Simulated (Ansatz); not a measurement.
System: SiCl$_{2}$, net charge 0, singlet state. SMILES: Cl[Si]Cl
Geometry: optimised at B3LYP-D3(BJ)/def2-TZVP (Ansatz, a first-principles code).

Wanted: enthalpy of formation at 298 K, in kcal/mol. Set-up: six Cartesian d functions in 6-31G* and its kin unless marked 5d; 6-311+G** with 5d, 6d on Na to Ar in Ansatz; UHF or UKS for open shells; LANL2DZ with its own core potentials from Na on; spin-orbit terms left out; valence correlation only; non-relativistic. Ab initio and DFT rows: single points at B3LYP-D3(BJ) geometries (Ansatz), with unscaled harmonic terms from B3LYP/6-31G* at its own minima, enthalpies of formation by atomisation with measured atoms. The Hartree-Fock reference of Cl[Si]Cl is unstable towards a lower, spin-broken solution.

```tsv
level	program	enthalpy of formation at 298 K (kcal/mol)
MP2/STO-3G	Ansatz	-38.6
MP2/3-21G	Ansatz	33.4
MP2/LANL2DZ	Ansatz	40.1
MP2/6-31G*	Ansatz	-18.7
MP2/6-311+G**	Ansatz	-20.2
```

No value to compare with is used here. The 5 habitual levels span -38.6 (MP2/STO-3G) to 40.1 kcal/mol (MP2/LANL2DZ).

The sets are all those run for this method; runs whose electronic state is in doubt are left out.
